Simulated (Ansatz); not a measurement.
Frontier orbitals of `F[CH](F)[GeH3]`.

Total charge 0; spin multiplicity 1. Correlated methods include outer-core shells of Ge, which these sets cover unevenly. Scalar relativity is left out up to krypton. All single points use the PBE0-D4/def2-TZVP geometry. Basis def2-TZVPP, the Gaussian-basis code of Ansatz.

```tsv
functional	HOMO (eV)	LUMO (eV)
LDA (SPW92)	-7.18	-0.42
```

Problem. Give HOMO and LUMO (eV) with PBE, revPBE, BLYP, r2SCAN, B97M-V, PBE0, B3LYP, r2SCANh, r2SCAN0, HSE06 (plane-wave form), BHLYP, CAM-B3LYP, LC-ωPBE, ωB97X-V, ωB97M-V, HF. (Estimate.)

Solution. Computed: 
```tsv
functional	HOMO	LUMO
PBE	-7.03	-0.17
revPBE	-6.96	-0.06
BLYP	-6.97	-0.13
r2SCAN	-7.35	0.20
B97M-V	-7.48	-0.05
PBE0	-8.52	0.64
B3LYP	-8.33	0.35
r2SCANh	-7.91	0.47
r2SCAN0	-8.74	0.87
HSE06 (plane-wave form)	-8.12	0.26
BHLYP	-9.98	1.38
CAM-B3LYP	-9.96	1.54
LC-ωPBE	-11.23	2.80
ωB97X-V	-10.91	2.63
ωB97M-V	-10.79	2.34
HF	-12.16	3.51
```

B3LYP here is the variant with VWN-RPA as its local correlation; programs differ in this. LC-ωPBE has ω = 0.4 bohr⁻¹. Positive LUMOs are unbound and depend on the basis.
